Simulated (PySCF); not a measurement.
Be(H)(OSiH3) (BeH4OSi), SMILES [BeH][O][SiH3]. Atoms are numbered in the order given.

```xyz
7

Be     0.0000     0.0000     2.1118
H      0.0000     0.0000     3.4495
O      0.0000     0.0000     0.7015
Si     0.0000     0.0000    -0.9408
H     -1.2187    -0.7036    -1.4457
H      1.2187    -0.7036    -1.4457
H      0.0000     1.4072    -1.4457
```
Charge 0, spin multiplicity 1.

Geometry: PBE-D3(BJ)/def2-TZVP.

Level of theory: TDA-PBE0/def2-SVPD run with PySCF.

Vertical excitations; the highest root listed may be one member of a degenerate set. The molecule is in vacuum. State labels are in the subgroup Cs.

| state | symmetry | energy (eV) | λ (nm) | f | main pairs |
|---|---|---|---|---|---|
| S1 | A" | 7.44 | 167 | 0.000 | HOMO→LUMO (degenerate set) |
| S2 | A' | 7.44 | 167 | 0.000 | HOMO−1→LUMO (degenerate set) |
| S3 | A" | 7.82 | 159 | 0.000 | HOMO→LUMO+2, HOMO−1→LUMO+1 (degenerate set) |
| S4 | A' | 7.82 | 159 | 0.003 | HOMO→LUMO+1, HOMO−1→LUMO+2 (degenerate set) |
| S5 | A" | 7.82 | 159 | 0.003 | HOMO−1→LUMO+1, HOMO→LUMO+2 (degenerate set) |
| S6 | A" | 8.05 | 154 | 0.192 | HOMO−2→LUMO+1 (degenerate set) |
| S7 | A' | 8.05 | 154 | 0.192 | HOMO−2→LUMO+2 (degenerate set) |
| S8 | A' | 8.18 | 152 | 0.046 | HOMO−1→LUMO+2 35 %, HOMO→LUMO+1 35 %, HOMO−2→LUMO 29 % |
| S9 | A' | 8.34 | 149 | 0.258 | HOMO−2→LUMO 68 %, HOMO−1→LUMO+2 14 %, HOMO→LUMO+1 14 % |
| S10 | A" | 8.60 | 144 | 0.060 | HOMO→LUMO+3 98 % |
| T1 | A" | 6.79 | 183 | 0 | HOMO−2→LUMO+1 (degenerate set) |
| T2 | A' | 6.79 | 183 | 0 | HOMO−2→LUMO+2 (degenerate set) |
| T3 | A" | 7.07 | 175 | 0 | HOMO→LUMO (degenerate set) |
| T4 | A' | 7.07 | 175 | 0 | HOMO−1→LUMO (degenerate set) |
Triplets are in the Tamm–Dancoff approximation.
